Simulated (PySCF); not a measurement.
Geometries of 2 isomers of C6H5NS, from PySCF 2.14.0, PBE0-D3(BJ)/def2-SVP geometry optimisation, gas phase. One conformer each, no zero-point energy, no frequencies.

Question: Which is lower in electronic energy at this level?
A.
```xyz
13
angstrom
C     -1.254   -1.010    0.575
C     -0.066   -0.236    0.108
C      1.268   -0.732    0.083
C      2.173    0.173   -0.406
S      1.439    1.650   -0.854
C     -0.119    1.060   -0.379
C     -1.272    1.870   -0.504
N     -2.224    2.527   -0.603
H     -2.134   -0.363    0.696
H     -1.049   -1.502    1.538
H     -1.513   -1.799   -0.149
H      1.544   -1.732    0.423
H      3.248    0.044   -0.526
```
B.
```xyz
13
angstrom
C     -2.046   -0.458    0.033
C     -1.625    0.810    0.383
C     -0.206    0.775    0.314
S      1.178    1.781    0.550
C      2.240    0.474    0.127
C      1.589   -0.691   -0.183
C      0.182   -0.511   -0.073
N     -0.957   -1.249   -0.241
H     -3.056   -0.855   -0.040
H     -2.268    1.644    0.651
H      3.316    0.644    0.133
H      2.099   -1.611   -0.470
H     -0.999   -2.218   -0.518
```

Answer: B. That is `C1=CC2=C(C=CS2)N1`, 10.5 kcal/mol below the other.

| SMILES | atoms numbered as above | E (Eh) | relative (kcal/mol) | relative (kJ/mol) | dipole (D) |
| --- | --- | --- | --- | --- | --- |
| c1cc2sccc2[nH]1 | [cH:1]1[cH:2][c:3]2[s:4][cH:5][cH:6][c:7]2[nH:8]1 | -683.78896 | 0.0 | 0.0 | 2.68 |
| Cc1ccsc1C#N | [CH3:1][c:2]1[cH:3][cH:4][s:5][c:6]1[C:7]#[N:8] | -683.77218 | 10.5 | 44.0 | 4.67 |

As drawn, the lower has an N–H bond, which the higher lacks; the higher has a C≡N group, which the lower lacks.
